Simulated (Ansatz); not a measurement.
Program: Ansatz. Geometries: PBE0-D4/def2-TZVP. ΔE: electronic, gas phase. CBS: MP2 limit from def2 TZ/QZ plus the TZ coupled-cluster correction, frozen cores. This one scheme is used for every species. DFT in def2-TZVPP. B3LYP here is the variant with VWN-RPA as its local correlation; programs differ in this. For Se outer-core shells are correlated without core-valence functions, which leaves a few kJ/mol of doubt a bond. Scalar relativity is left out up to krypton. One conformer a species, not always the lowest.

Consider the ligand exchange at the Si–Se bond: `C[Se][SiH2]S` + `[OH][AlH2]` → `[AlH2][O][SiH2]S` + `C[SeH]`.

Is it downhill or uphill in electronic energy at CCSD(T)/CBS, and by how much? (An estimate is asked.)

Computed: Downhill: ΔE = -50.0 kJ/mol.

What do these levels give: r2SCAN-D4, B3LYP-D4, ωB97X-V, PBE, HF/def2-TZVPP, MP2/def2-TZVPP, SCS-MP2/def2-TZVPP, CCSD/def2-TZVPP, CCSD(T)/def2-TZVPP, HF/def2-QZVPP, HF/CBS(def2), CCSD/CBS(def2)? (Best estimate.)

The calculation gave: r2SCAN-D4 -49.2, B3LYP-D4 -53.9, ωB97X-V -54.2, PBE -38.2, HF/def2-TZVPP -79.9, MP2/def2-TZVPP -49.8, SCS-MP2/def2-TZVPP -57.9, CCSD/def2-TZVPP -60.3, CCSD(T)/def2-TZVPP -55.6, HF/def2-QZVPP -82.6, HF/CBS(def2) -82.9, CCSD/CBS(def2) -54.6 kJ/mol.

Largest T1 diagnostic among the species: 0.012.

In def2-TZVPP, CCSD(T) changes the Hartree–Fock value by +24.3 kJ/mol (the triples alone add +4.6 kJ/mol) and MP2 by +30.1 kJ/mol. The D4 term adds +5.5 kJ/mol with B3LYP and +3.0 kJ/mol with PBE0; it sums over pairs of atoms, weighted by their polarisabilities, and B3LYP, whose exchange is more repulsive, gets the larger term.
